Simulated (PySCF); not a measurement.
N,N-disilylmethanamine (CH9NSi2), SMILES CN([SiH3])[SiH3].

The structure is a stationary point at ωB97X-D3(BJ)/def2-SVP.

Two levels are set side by side: PBE/def2-TZVP (PySCF) and ωB97X/def2-TZVP (PySCF). Same geometry, gas phase. Differences are taken from unrounded values.

| quantity | PBE |
|---|---|
| orbital gap (eV) | 4.97 |
| highest occupied level (eV) | -5.76 |
| lowest empty level (eV) | -0.79 |
| dipole moment (D) | 0.87 |
| mean polarisability (bohr³) | 75.4 |

Task: These are the PBE values. What does ωB97X give? (The exact figures need the calculation; the answer reports its results.)

Result: 
| quantity | ωB97X | PBE minus ωB97X |
|---|---|---|
| orbital gap (eV) | 11.47 | -6.49 |
| highest occupied level (eV) | -9.41 | 3.65 |
| lowest empty level (eV) | 2.06 | -2.84 |
| dipole moment (D) | 0.86 | 0.01 |
| mean polarisability (bohr³) | 71.6 | 3.8 |

Without exact exchange PBE keeps part of each electron's self-repulsion, which lifts occupied levels and narrows the gap. Loosely held outer electrons make PBE densities more polarisable. Differences between two approximate levels are no errors against the true value.

Rough cost on one machine, each run with all the roots and properties that it gave: ωB97X against PBE within a factor of 2.
